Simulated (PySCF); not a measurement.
# Molecular orbitals of TiN

PBE0 at R = 1.544 Å; PySCF, no relativity, basis sets Ti def2-TZVP, N def2-TZVP. State: ²Σ⁺ (doublet), unpaired electrons σ ↑. Only the outer orbitals are listed, counted within each symmetry.

```json
{"spin": "α", "orbital": "2π", "occ.": "1", "ε (eV)": "-41.31", "on Ti (%)": "100", "main shells (%)": "100 Ti p"}
{"spin": "α", "orbital": "2π", "occ.": "1", "ε (eV)": "-41.31", "on Ti (%)": "100", "main shells (%)": "100 Ti p"}
{"spin": "α", "orbital": "6σ", "occ.": "1", "ε (eV)": "-41.30", "on Ti (%)": "95", "main shells (%)": "94 Ti p"}
{"spin": "α", "orbital": "7σ", "occ.": "1", "ε (eV)": "-18.02", "on Ti (%)": "15", "main shells (%)": "85 N s, 8 Ti d"}
{"spin": "α", "orbital": "3π", "occ.": "1", "ε (eV)": "-7.86", "on Ti (%)": "42", "main shells (%)": "58 N p, 39 Ti d"}
{"spin": "α", "orbital": "3π", "occ.": "1", "ε (eV)": "-7.86", "on Ti (%)": "42", "main shells (%)": "58 N p, 39 Ti d"}
{"spin": "α", "orbital": "8σ", "occ.": "1", "ε (eV)": "-7.39", "on Ti (%)": "45", "main shells (%)": "49 N p, 41 Ti d"}
{"spin": "α", "orbital": "9σ", "occ.": "1", "ε (eV)": "-4.92", "on Ti (%)": "85", "main shells (%)": "60 Ti s, 17 Ti p, 10 N p"}
{"spin": "α", "orbital": "1δ", "occ.": "0", "ε (eV)": "-2.41", "on Ti (%)": "100", "main shells (%)": "100 Ti d"}
{"spin": "α", "orbital": "1δ", "occ.": "0", "ε (eV)": "-2.41", "on Ti (%)": "100", "main shells (%)": "100 Ti d"}
{"spin": "α", "orbital": "4π", "occ.": "0", "ε (eV)": "-1.12", "on Ti (%)": "86", "main shells (%)": "52 Ti p, 34 Ti d, 14 N p"}
{"spin": "β", "orbital": "2π", "occ.": "1", "ε (eV)": "-41.12", "on Ti (%)": "100", "main shells (%)": "100 Ti p"}
{"spin": "β", "orbital": "2π", "occ.": "1", "ε (eV)": "-41.12", "on Ti (%)": "100", "main shells (%)": "100 Ti p"}
{"spin": "β", "orbital": "6σ", "occ.": "1", "ε (eV)": "-40.95", "on Ti (%)": "94", "main shells (%)": "94 Ti p"}
{"spin": "β", "orbital": "7σ", "occ.": "1", "ε (eV)": "-18.13", "on Ti (%)": "15", "main shells (%)": "85 N s"}
{"spin": "β", "orbital": "3π", "occ.": "1", "ε (eV)": "-7.85", "on Ti (%)": "37", "main shells (%)": "62 N p, 35 Ti d"}
{"spin": "β", "orbital": "3π", "occ.": "1", "ε (eV)": "-7.85", "on Ti (%)": "37", "main shells (%)": "62 N p, 35 Ti d"}
{"spin": "β", "orbital": "8σ", "occ.": "1", "ε (eV)": "-7.28", "on Ti (%)": "41", "main shells (%)": "54 N p, 36 Ti d"}
{"spin": "β", "orbital": "9σ", "occ.": "0", "ε (eV)": "-2.40", "on Ti (%)": "89", "main shells (%)": "71 Ti s, 10 Ti p, 8 Ti d"}
{"spin": "β", "orbital": "1δ", "occ.": "0", "ε (eV)": "-1.99", "on Ti (%)": "100", "main shells (%)": "100 Ti d"}
{"spin": "β", "orbital": "1δ", "occ.": "0", "ε (eV)": "-1.99", "on Ti (%)": "100", "main shells (%)": "100 Ti d"}
```

Problem. Which are the highest filled and the lowest empty level, where do they sit, and how wide is the gap?

Solution. Highest filled α 9σ at -4.92 eV (in %: 60 Ti s, 17 Ti p, 10 N p); lowest empty α 1δ at -2.41 eV (in %: 100 Ti d); the gap at PBE0 is 2.51 eV.

```
bond order (Mayer)                              : 3.29
⟨S²⟩                                            : 0.755
charge on Ti (Mulliken, basis-dependent)        : 0.57
charge on Ti (Löwdin, basis-dependent)          : 0.28
dipole moment (positive dipole means Ti(−)N(+)) : -3.64 D
polarisability along the bond                   : 62.5 bohr³
polarisability across the bond                  : 70.8 bohr³
```

The state is the lowest single determinant that the PBE0 search found; with open d or f shells the true ground state can be another one.
